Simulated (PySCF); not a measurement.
C2H8N2OSi, SMILES C/C=N\[Si@H](N)O.

Coordinates come from a PBE0-D3(BJ)/def2-SVP optimisation. The structure was generated by enumeration; whether it is a known compound was not checked. Other conformers were not sampled.

Computed with TDA-M06-2X/def2-SVPD (PySCF 2.14.0).

Vertical excitations. Isolated molecule, no solvent.

| state | energy (eV) | λ (nm) | f | main pairs |
|---|---|---|---|---|
| S1 | 4.06 | 305 | 0.001 | HOMO→LUMO 91 % |
| S2 | 6.77 | 183 | 0.040 | HOMO→LUMO+1 67 %, HOMO→LUMO+2 22 % |
| S3 | 7.01 | 177 | 0.087 | HOMO−1→LUMO+1 66 %, HOMO−1→LUMO 10 % |
| S4 | 7.20 | 172 | 0.052 | HOMO−1→LUMO 65 %, HOMO→LUMO+2 15 % |
| S5 | 7.30 | 170 | 0.066 | HOMO→LUMO+2 45 %, HOMO→LUMO+1 22 %, HOMO−1→LUMO 19 % |
| S6 | 7.43 | 167 | 0.013 | HOMO→LUMO+3 67 %, HOMO→LUMO+7 13 % |
| S7 | 7.64 | 162 | 0.003 | HOMO→LUMO+4 88 % |
| S8 | 7.91 | 157 | 0.027 | HOMO−2→LUMO 47 %, HOMO→LUMO+5 17 %, HOMO−3→LUMO 12 % |
| S9 | 8.05 | 154 | 0.311 | HOMO→LUMO+5 65 %, HOMO−2→LUMO 16 % |
| S10 | 8.24 | 151 | 0.033 | HOMO−1→LUMO+3 64 % |
| T1 | 3.61 | 343 | 0 | HOMO→LUMO 89 % |
| T2 | 5.35 | 232 | 0 | HOMO−3→LUMO 45 %, HOMO−2→LUMO 25 %, HOMO−1→LUMO 17 % |
| T3 | 6.71 | 185 | 0 | HOMO→LUMO+1 43 %, HOMO−1→LUMO+1 19 %, HOMO→LUMO+2 13 % |
| T4 | 6.79 | 183 | 0 | HOMO−1→LUMO+1 33 %, HOMO→LUMO+2 19 %, HOMO→LUMO+1 14 %, HOMO−1→LUMO+3 8 % |
Triplets are in the Tamm–Dancoff approximation.
